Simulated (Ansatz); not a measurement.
Born–Oppenheimer molecular dynamics of a periodic cell of 33 atoms, H6C3O2 (contents 3 CO + 3 CH3CH2OH, density as packed 0.72 g/cm³ with natural masses). It goes on from the last frame of an earlier run, with new velocities.

Level of theory: DFT PBE-D3(BJ), scalar-relativistic, plane waves, PAW in Ansatz 0.2.0. Settings: accuracy low, cutoff 420 eV, k mesh 1x1x1, fermi-dirac smearing 0.02 eV, no spin polarisation.

```yaml
ensemble: NVT, Langevin thermostat
time_step: 0.5 fs
steps_asked: 200
set_temperature: 250 K
friction: 0.02 /fs
masses: H 2.014 u
seed: 604916
```

Frames 5 fs apart, positions in Å, forces in eV/Å.

Velocities at 20.0 fs (Å/ps):

```
O -0.77 0.44 -1.16
C -1.37 2.06 -4.59
O 8.59 -0.74 -0.97
C 3.94 1.47 1.79
O -0.75 3.66 0.91
C -0.48 -2.55 5.10
C 6.52 -2.01 0.58
C -1.93 -5.92 0.57
O 0.88 7.40 -4.18
H -8.38 -10.41 1.17
H 16.75 -12.91 9.76
H -4.93 -3.67 15.06
H -6.74 10.82 1.50
H 9.97 -3.96 6.02
H 4.73 0.98 8.73
C 5.04 7.05 -1.46
C 4.17 2.57 -6.64
O -1.55 -2.66 -8.78
H -5.37 -10.35 8.71
H 0.16 7.07 -6.00
H -9.01 -5.76 1.25
H -6.79 13.18 -6.81
H -12.13 2.59 12.23
H -9.20 -20.13 -14.40
C -1.47 1.50 1.15
C 3.48 3.17 3.85
O 0.02 1.59 -0.33
H -11.25 7.60 14.02
H 27.41 -4.64 2.54
H -12.36 -9.95 2.03
H 16.62 15.10 -5.58
H -13.25 -4.03 21.14
H 8.71 6.82 3.54
```

```xyz
33
Lattice="7.9974 0.0000 0.0000 0.0000 7.9974 0.0000 0.0000 0.0000 7.9974" Properties=species:S:1:pos:R:3:forces:R:3 time_fs=20.0 energy_less_start_eV=0.110 T=243
O 6.525 1.181 4.504 -0.34 0.33 0.36
C 7.208 0.643 3.784 0.41 -0.27 -0.41
O 2.505 6.322 0.894 -0.02 -0.07 -0.07
C 2.495 7.321 1.435 0.02 0.11 0.05
O 5.126 6.865 6.590 -0.22 -0.38 -1.44
C 4.952 6.608 5.483 0.16 0.34 1.48
C 0.812 4.364 5.361 0.09 2.56 -2.72
C -0.004 5.027 4.151 -0.23 -1.72 2.66
O -1.326 4.406 4.213 2.14 -0.62 1.13
H -1.920 4.875 3.678 -1.49 1.35 -1.45
H 0.024 6.087 4.335 -0.59 0.86 0.05
H 0.481 4.867 3.211 0.36 -0.48 -0.93
H 1.821 4.794 5.188 0.06 -0.73 0.27
H 0.490 4.770 6.294 -0.60 0.18 0.79
H 0.735 3.311 5.315 0.25 -1.26 0.10
C 4.812 2.712 8.201 -1.66 1.90 0.53
C 4.652 3.038 6.726 -1.28 0.17 0.69
O 3.889 1.964 6.098 0.42 0.38 -0.26
H 3.888 2.164 5.142 -0.05 -0.18 0.23
H 4.106 4.012 6.583 0.15 -0.59 0.30
H 5.576 3.170 6.228 1.30 -0.10 -0.67
H 5.312 3.517 8.770 -0.10 0.00 -0.41
H 3.809 2.623 8.678 0.26 0.15 -0.28
H 5.291 1.828 8.485 1.15 -1.73 -0.20
C 0.032 2.745 0.706 -1.36 1.58 0.49
C 1.415 2.705 0.177 0.89 -1.24 0.84
O 1.407 1.656 -0.824 0.63 0.71 0.47
H 2.309 1.692 -1.231 -0.14 -0.12 -0.10
H 1.817 3.667 -0.221 -0.27 -0.40 0.20
H 2.039 2.411 1.122 -0.35 0.26 -1.48
H -0.015 3.202 1.724 -0.01 -0.06 -0.52
H -0.699 3.289 0.055 0.55 -0.27 0.27
H -0.344 1.740 0.809 -0.10 -0.65 0.05
33
Lattice="7.9974 0.0000 0.0000 0.0000 7.9974 0.0000 0.0000 0.0000 7.9974" Properties=species:S:1:pos:R:3:forces:R:3 time_fs=25.0 energy_less_start_eV=0.112 T=238
O 6.510 1.183 4.501 0.83 -0.59 -0.87
C 7.209 0.646 3.768 -0.76 0.63 0.81
O 2.546 6.322 0.884 -0.08 1.49 0.82
C 2.505 7.325 1.448 0.07 -1.46 -0.85
O 5.120 6.884 6.588 0.14 0.16 0.81
C 4.951 6.593 5.512 -0.21 -0.19 -0.80
C 0.838 4.376 5.343 -1.38 -0.09 -0.22
C -0.012 4.987 4.181 0.58 0.26 1.31
O -1.317 4.430 4.198 -1.15 0.14 -0.26
H -2.011 4.886 3.639 1.44 -0.18 0.64
H 0.054 6.079 4.375 -0.59 -0.03 -0.29
H 0.482 4.815 3.228 0.22 -0.22 -0.51
H 1.830 4.786 5.217 0.78 -0.23 -0.18
H 0.523 4.774 6.341 -0.21 -0.34 -0.61
H 0.786 3.256 5.359 0.32 0.84 0.02
C 4.821 2.741 8.204 -1.99 -2.02 -0.18
C 4.652 3.052 6.701 -0.03 -0.47 -0.01
O 3.886 1.953 6.064 0.55 0.49 1.90
H 3.867 2.131 5.138 0.00 0.25 -1.33
H 4.116 4.019 6.547 0.11 -0.43 0.16
H 5.621 3.131 6.170 -0.16 -0.02 0.25
H 5.263 3.561 8.732 0.82 0.41 0.32
H 3.793 2.646 8.704 0.98 0.15 -0.74
H 5.274 1.700 8.405 -0.10 1.65 -0.37
C 0.017 2.776 0.719 0.35 -0.33 0.36
C 1.432 2.704 0.195 -1.07 -1.04 -0.75
O 1.415 1.664 -0.823 -0.73 0.67 1.11
H 2.295 1.739 -1.181 1.32 -0.35 -1.02
H 1.923 3.613 -0.192 -0.42 0.12 0.11
H 1.970 2.368 1.073 0.83 -0.29 0.36
H 0.064 3.272 1.682 -0.34 0.02 0.56
H -0.735 3.272 0.142 -0.25 0.51 -0.86
H -0.318 1.720 0.820 0.13 0.47 0.27
33
Lattice="7.9974 0.0000 0.0000 0.0000 7.9974 0.0000 0.0000 0.0000 7.9974" Properties=species:S:1:pos:R:3:forces:R:3 time_fs=30.0 energy_less_start_eV=0.264 T=208
O 6.507 1.186 4.499 0.23 -0.13 -0.25
C 7.202 0.658 3.768 -0.16 0.16 0.19
O 2.595 6.325 0.892 -0.03 0.15 0.08
C 2.520 7.304 1.467 0.03 -0.12 -0.10
O 5.116 6.905 6.598 -0.05 -0.19 -0.43
C 4.954 6.578 5.518 -0.02 0.17 0.44
C 0.846 4.390 5.319 0.58 -0.91 1.43
C -0.015 4.954 4.231 1.14 1.22 -2.06
O -1.320 4.445 4.183 -0.03 -1.64 1.47
H -1.975 4.893 3.659 0.04 0.97 -0.59
H 0.005 6.066 4.393 -0.21 -0.44 -0.44
H 0.505 4.729 3.210 -0.55 0.50 1.22
H 1.908 4.741 5.227 -0.70 -0.12 -0.29
H 0.551 4.739 6.343 -0.13 -0.19 -0.63
H 0.881 3.268 5.377 -0.14 0.74 -0.18
C 4.803 2.725 8.207 0.05 1.36 -2.02
C 4.636 3.054 6.683 1.93 -0.94 -0.57
O 3.901 1.946 6.054 0.05 0.66 -0.97
H 3.869 2.113 5.062 0.09 -0.19 1.56
H 4.104 4.000 6.506 0.02 0.02 0.11
H 5.678 3.085 6.126 -1.75 0.25 1.17
H 5.255 3.607 8.706 0.44 -0.75 -0.13
H 3.851 2.660 8.650 -1.65 -0.15 0.59
H 5.235 1.745 8.300 0.90 -0.22 0.34
C 0.010 2.801 0.742 0.90 -0.10 0.52
C 1.430 2.688 0.206 -0.55 -1.05 -0.10
O 1.425 1.677 -0.806 1.66 0.39 -0.69
H 2.372 1.768 -1.196 -1.41 -0.58 0.11
H 1.962 3.568 -0.161 -0.36 0.60 0.03
H 2.009 2.297 1.051 0.30 0.05 0.38
H 0.110 3.365 1.699 -0.57 -0.63 -0.15
H -0.737 3.298 0.138 0.04 0.30 -0.60
H -0.289 1.724 0.822 -0.10 0.80 0.56
33
Lattice="7.9974 0.0000 0.0000 0.0000 7.9974 0.0000 0.0000 0.0000 7.9974" Properties=species:S:1:pos:R:3:forces:R:3 time_fs=35.0 energy_less_start_eV=0.072 T=224
O 6.509 1.194 4.500 -0.27 0.27 0.30
C 7.191 0.672 3.765 0.35 -0.24 -0.36
O 2.638 6.332 0.901 0.16 -1.91 -1.18
C 2.545 7.281 1.484 -0.17 1.94 1.17
O 5.116 6.922 6.609 -0.23 -0.61 -1.69
C 4.953 6.578 5.521 0.17 0.58 1.69
C 0.869 4.390 5.311 0.45 0.48 0.30
C -0.009 4.943 4.235 0.54 0.32 -0.94
O -1.321 4.437 4.187 -1.04 -0.97 0.60
H -1.911 4.948 3.600 0.62 0.07 0.24
H -0.065 6.015 4.377 0.20 0.74 -0.24
H 0.479 4.694 3.288 0.20 0.36 -0.47
H 1.932 4.683 5.209 -0.39 0.49 -0.24
H 0.541 4.697 6.283 -0.26 0.39 0.89
H 0.945 3.341 5.360 -0.34 -1.75 -0.20
C 4.776 2.722 8.178 -0.88 1.65 -1.13
C 4.636 3.042 6.663 -1.69 -0.33 1.02
O 3.907 1.941 6.046 -0.14 -0.29 1.86
H 3.881 2.079 5.117 0.04 0.28 -1.59
H 4.073 3.978 6.466 0.24 -0.11 0.23
H 5.561 3.069 6.178 1.79 0.40 -0.68
H 5.292 3.562 8.692 0.00 -0.60 -0.23
H 3.768 2.670 8.620 0.24 -0.22 0.02
H 5.280 1.783 8.236 0.58 -0.75 0.50
C 0.018 2.819 0.772 0.51 1.86 -0.83
C 1.423 2.653 0.210 0.99 -0.03 1.32
O 1.442 1.688 -0.793 -0.63 -0.54 -0.69
H 2.325 1.745 -1.206 0.34 -0.20 -0.35
H 1.925 3.578 -0.148 -0.39 0.04 0.29
H 2.071 2.234 1.071 -0.66 0.72 -0.53
H 0.111 3.413 1.719 -0.48 -0.67 -0.50
H -0.712 3.333 0.066 0.95 -0.44 0.63
H -0.284 1.804 0.871 -0.81 -0.92 0.74
33
Lattice="7.9974 0.0000 0.0000 0.0000 7.9974 0.0000 0.0000 0.0000 7.9974" Properties=species:S:1:pos:R:3:forces:R:3 time_fs=40.0 energy_less_start_eV=-0.029 T=226
O 6.501 1.206 4.502 0.46 -0.29 -0.49
C 7.191 0.689 3.756 -0.39 0.31 0.44
O 2.677 6.321 0.892 -0.28 2.28 1.46
C 2.567 7.295 1.517 0.27 -2.25 -1.48
O 5.125 6.920 6.605 0.04 -0.05 0.13
C 4.957 6.583 5.536 -0.10 0.02 -0.12
C 0.894 4.388 5.312 -1.10 -0.64 0.68
C 0.013 4.942 4.213 -0.46 0.42 0.90
O -1.334 4.423 4.194 -0.42 0.22 -0.64
H -1.812 5.015 3.546 0.45 -0.85 0.92
H -0.134 6.024 4.350 0.66 0.19 -0.22
H 0.497 4.705 3.294 0.46 0.10 -1.31
H 1.927 4.672 5.179 0.46 0.70 -0.03
H 0.509 4.689 6.308 0.35 0.01 -0.25
H 0.955 3.289 5.329 -0.40 -0.04 -0.14
C 4.736 2.733 8.130 -0.44 -2.42 0.72
C 4.616 3.020 6.669 0.54 0.05 -1.03
O 3.906 1.933 6.055 -0.37 -0.66 -0.43
H 3.883 2.049 5.084 0.15 0.09 0.46
H 4.048 3.926 6.450 -0.02 0.51 0.20
H 5.595 3.094 6.151 -0.18 0.19 0.36
H 5.304 3.466 8.669 0.25 0.80 0.28
H 3.678 2.651 8.598 1.85 -0.07 -0.50
H 5.365 1.741 8.261 -1.42 1.53 -0.11
C 0.038 2.850 0.768 0.29 -2.02 0.01
C 1.438 2.627 0.237 0.30 0.68 0.25
O 1.437 1.696 -0.790 -1.00 -0.99 -0.84
H 2.300 1.658 -1.244 0.45 0.23 0.03
H 1.846 3.593 -0.116 0.18 0.04 0.19
H 2.088 2.224 1.042 -0.24 0.39 0.30
H 0.083 3.388 1.693 -0.12 0.56 0.68
H -0.649 3.307 0.071 -0.10 0.29 -0.41
H -0.329 1.814 0.997 -0.14 0.67 -0.03
33
Lattice="7.9974 0.0000 0.0000 0.0000 7.9974 0.0000 0.0000 0.0000 7.9974" Properties=species:S:1:pos:R:3:forces:R:3 time_fs=45.0 energy_less_start_eV=0.070 T=238
O 6.495 1.218 4.493 0.27 -0.16 -0.29
C 7.197 0.707 3.758 -0.20 0.16 0.24
O 2.712 6.344 0.891 -0.15 1.11 0.76
C 2.606 7.288 1.536 0.14 -1.08 -0.78
O 5.141 6.921 6.606 0.05 -0.04 0.18
C 4.965 6.581 5.540 -0.11 0.01 -0.16
C 0.891 4.373 5.320 -0.12 -0.54 -0.71
C 0.031 4.951 4.195 0.17 -0.42 -0.37
O -1.344 4.407 4.196 1.76 -0.43 0.54
H -1.679 5.017 3.555 -1.41 0.51 -0.85
H -0.129 6.043 4.312 0.61 -0.16 -0.11
H 0.526 4.729 3.179 -0.56 0.36 1.09
H 1.940 4.723 5.185 -0.46 0.02 0.22
H 0.493 4.687 6.294 0.18 -0.06 0.01
H 0.923 3.248 5.273 -0.15 0.88 0.14
C 4.701 2.711 8.095 2.43 0.59 0.44
C 4.606 3.003 6.655 1.40 0.80 -1.72
O 3.904 1.918 6.056 -0.18 -0.94 -0.78
H 3.892 2.020 5.083 0.09 0.06 0.42
H 4.013 3.893 6.438 0.01 0.58 0.18
H 5.631 3.151 6.139 -1.31 -0.26 0.75
H 5.302 3.438 8.674 -0.46 0.37 -0.33
H 3.752 2.628 8.514 -1.54 -0.29 1.00
H 5.311 1.835 8.253 -0.07 -0.94 0.00
C 0.057 2.850 0.757 -0.01 -1.94 2.27
C 1.454 2.617 0.271 -0.46 0.80 -1.06
O 1.424 1.689 -0.795 0.66 -0.64 -0.82
H 2.334 1.606 -1.250 -1.01 0.48 0.80
H 1.758 3.625 -0.079 0.67 -0.19 0.06
H 2.105 2.252 1.051 0.27 -0.01 0.73
H 0.031 3.398 1.711 0.17 0.48 -0.29
H -0.584 3.285 0.039 -0.72 0.62 -0.98
H -0.377 1.879 1.105 0.03 0.26 -0.56
```

Of the whole run (100 fs, mean temperature of the second half 235 K): A run of 0.1 ps of so small a system gives no equilibrium averages. The SCF threshold is loose, so the forces are noisy. Limits of this set-up: coarse k mesh, low accuracy level.

Run time: 4.4 min on 1 thread of Arm Neoverse V2 (shared host), peak memory 0.51 GiB.
